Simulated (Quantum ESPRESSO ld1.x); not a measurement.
Species: the phosphorus ion P7+. Configuration: [He] 2s2 2p4. Method: non-relativistic Kohn-Sham, LDA (Slater exchange, Perdew-Wang correlation), spin-polarised, spherical densities, point nucleus; open shells are filled with parallel spins first; computed with ld1.x of Quantum ESPRESSO 7.5. Some entries of the table are withheld. Estimate them.

| orbital | occ. | eigenvalue (eV) | <r> (bohr) |
|---|---|---|---|
| 1s up | 1 | -2269.44 | 0.1042 |
| 1s down | 1 | -2264.64 | 0.1040 |
| 2s up | 1 | -337.838 | 0.4901 |
| 2s down | 1 | -330.044 | 0.4943 |
| 2p up | 3 | -295.132 | 0.4397 |
| 2p down | 1 | -286.173 | 0.4454 |
| 3s up | 0 | -113.175 | (1) |
| 3s down | 0 | -111.675 | (2) |
| 3p up | 0 | -101.457 | 1.314 |
| 3p down | 0 | -99.8677 | 1.333 |

Answer. 
(1) 3s up <r> (bohr): 1.301
(2) 3s down <r> (bohr): 1.316
